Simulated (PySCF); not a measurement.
**Ionising MgPb**

ROHF; PySCF, scalar-relativistic core potentials, basis sets Mg def2-SVPD, Pb def2-SVPD with ECP60. Neutral (ROHF): triplet (π ↑↑), Re = 3.138 Å, ωe = 102 cm⁻¹, De = 0.17 eV, HOMO -6.43 eV, LUMO -0.56 eV.

MgPb⁺ (ROHF): doublet (π ↑), Re = 3.136 Å, ωe = 155 cm⁻¹. The energies at the minima are -391.37069 hartree for MgPb and -391.16294 for MgPb⁺.

Work out the adiabatic ionisation energy, without and with harmonic zero-point energies (1 hartree = 27.2114 eV, 1 eV = 8065.5 cm⁻¹), and the change of the bond length.

At ROHF: 0.20775 hartree = 5.653 eV between the minima; the zero-point term (155.0 − 102.0)/2 cm⁻¹ = +0.003 eV makes it 5.656 eV. Re changes by -0.2 pm against the neutral. The electron leaves a π orbital, and the small change of length marks it as nearly non-bonding.

MgPb⁻ (ROHF): quartet (σ ↑, π ↑↑), Re = 3.291 Å, ωe = 102 cm⁻¹, De = 0.50 eV to Mg + Pb⁻. The energies at the minima are -391.37069 hartree for MgPb and -391.40709 for MgPb⁻.

Work out the adiabatic electron affinity, without and with harmonic zero-point energies (1 hartree = 27.2114 eV, 1 eV = 8065.5 cm⁻¹), and the change of the bond length.

At ROHF: 0.03640 hartree = 0.990 eV between the minima; the zero-point term (102.0 − 102.0)/2 cm⁻¹ = -0.000 eV makes it 0.990 eV. Re changes by +15.3 pm against the neutral. The electron enters a σ orbital; the charge polarises the partner, so the anion is bound more strongly.

These are scalar-relativistic numbers at best; spin–orbit coupling would shift them, the dissociation energy most. For an ion De counts to the pair picked by the measured ionisation energies or electron affinities, which need not be the lowest pair at this level. UHF is strongly spin-contaminated for MgPb, MgPb⁺, so the ROHF reference used there is far from stable. Hartree–Fock leaves out correlation, which carries a large part of most bond energies and some tenths to 1 eV of ionisation energies. States were picked by a PBE0 search and need not be the measured ground states.
